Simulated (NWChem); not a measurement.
# C2H3Br; SMILES C(Br)=C

Results from NWChem. Pople sets run with spherical d functions. The geometry was optimised at PBE0/def2-SVP. Computed dipoles belong to the equilibrium geometry; the measured one is vibrationally averaged.

Measured dipole moment: 1.42 D (NIST CCCBDB, as tabulated in the package chemicals).

Question: Which of these levels lies farthest from the measured value, and how do the others fare: B3LYP/3-21G; B3LYP/def2-SVP; B3LYP/aug-cc-pVTZ; B3LYP/STO-3G; B3LYP/def2-TZVP; B3LYP/def2-SVPD; B3LYP/6-31G*?

Answer: B3LYP/STO-3G.
| level | dipole moment (D) | computed − measured |
|---|---|---|
| B3LYP/STO-3G | 0.95 | -0.47 |
| B3LYP/3-21G | 1.21 | -0.21 |
| B3LYP/6-31G* | 1.51 | +0.09 |
| B3LYP/def2-SVP | 1.25 | -0.17 |
| B3LYP/def2-SVPD | 1.40 | -0.02 |
| B3LYP/def2-TZVP | 1.39 | -0.03 |
| B3LYP/aug-cc-pVTZ | 1.38 | -0.04 |
